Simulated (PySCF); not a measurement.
InI3, SMILES [I][In]([I])[I].

Geometry: PBE-D3(BJ)/def2-SVP. The isomer is the one that the SMILES or the coordinates give; other isomers of the formula were not compared. The def2 effective core potentials stand for the cores of I, In; spin–orbit coupling is left out.

Level of theory: PBE-D3(BJ)/def2-SVP (PySCF 2.14.0).

Frequencies are harmonic and unscaled.

Modes within 1.5 cm⁻¹ of each other (mostly degenerate sets) share a row, with their intensities summed.

**Question.** Estimate the vibrational spectrum. (Estimate from the structure and the level; the computed values follow.)

**Answer.** 
```json
[
 {"mode": "1–2", "ν (cm⁻¹)": "44", "IR (km/mol)": "2.0", "moving atoms (share of kinetic energy)": "I 86 %, In 14 %"},
 {"mode": "3", "ν (cm⁻¹)": "60", "IR (km/mol)": "1.7", "moving atoms (share of kinetic energy)": "In 77 %, I 23 %"},
 {"mode": "4", "ν (cm⁻¹)": "139", "IR (km/mol)": "0.0", "moving atoms (share of kinetic energy)": "I 100 %"},
 {"mode": "5–6", "ν (cm⁻¹)": "221", "IR (km/mol)": "73.6", "moving atoms (share of kinetic energy)": "In 63 %, I 37 %"}
]
```
